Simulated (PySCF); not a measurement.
CH₅FO₂Si₂, SMILES C(O[SiH2][SiH2]F)=O. Atoms are numbered in the order given.

```xyz
11

O      1.1295     1.1494     0.9153
C      1.8725     0.9300    -0.0075
O      1.6557     0.0222    -0.9581
Si     0.2521    -0.9974    -0.9082
Si    -1.5793     0.0934     0.0836
F     -1.5525    -0.1338     1.6963
H      2.8282     1.4688    -0.1763
H      0.0248    -1.3303    -2.3391
H      0.6260    -2.2291    -0.1596
H     -2.8341    -0.5450    -0.4162
H     -1.6078     1.5424    -0.2437
```

Geometry: B3LYP-D3(BJ)/def2-SVP. This is a generated structure with no PubChem entry under its InChIKey; it may be hypothetical. The values are those of a single conformer.

Two levels are set side by side: PBE/pcSseg-1 (PySCF) and PBE0/pcSseg-1 (PySCF). GIAO shifts against CFCl3 (¹⁹F), H2O (¹⁷O), TMS (²⁹Si), TMS (¹H), TMS (¹³C) at the same level; non-relativistic, no solvent, atoms listed together averaged. Differences are taken from unrounded values.

```
quantity                PBE0     PBE  PBE minus PBE0
--------------------  ------  ------  --------------
δ(¹⁷O) of O1 (ppm)     466.0   464.8            -1.2
δ(¹³C) of C2 (ppm)     170.0   165.7            -4.3
δ(¹⁷O) of O3 (ppm)     198.5   214.5            16.0
δ(²⁹Si) of Si4 (ppm)   -18.7   -21.6            -3.0
δ(²⁹Si) of Si5 (ppm)    -0.7     0.5             1.2
δ(¹⁹F) of F6 (ppm)    -263.4  -287.4           -24.0
δ(¹H) of H7 (ppm)       8.29    8.37            0.08
```

Rough cost on one machine, each run with all the roots and properties that it gave: PBE0 against PBE within a factor of 2.
